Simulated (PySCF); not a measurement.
A thermochemical cycle for CsMg

CCSD(T) in PySCF with def2-SVPD on every atom (core potentials on Cs), for the lowest determinant that a PBE0 search found; no spin–orbit coupling. CsMg, a doublet (σ ↑), has De = 0.07 eV to neutral atoms, and CsMg⁺, a singlet (closed shell), has De = 0.22 eV to Cs⁺ + Mg.

At the same level the Cs atom ionises at 3.78 eV.

Question: What is the adiabatic ionisation energy of the molecule, and does ionisation strengthen or weaken the bond?

Answer: IE = IE(Cs) + De(neutral) − De(ion) = 3.78 + 0.07 − 0.22 = 3.63 eV. De changes by +0.15 eV, so ionisation strengthens the bond.

Correlated steps freeze 1 core orbital. Weak bonds: CsMg, CsMg⁺. Basis-set superposition, not corrected here, can be much of De in a small basis, most of all at correlated wavefunction levels. Spin–orbit coupling is left out. For an ion De counts to the pair picked by the measured ionisation energies or electron affinities, which need not be the lowest pair at this level. States were picked by a PBE0 search and need not be the measured ground states.
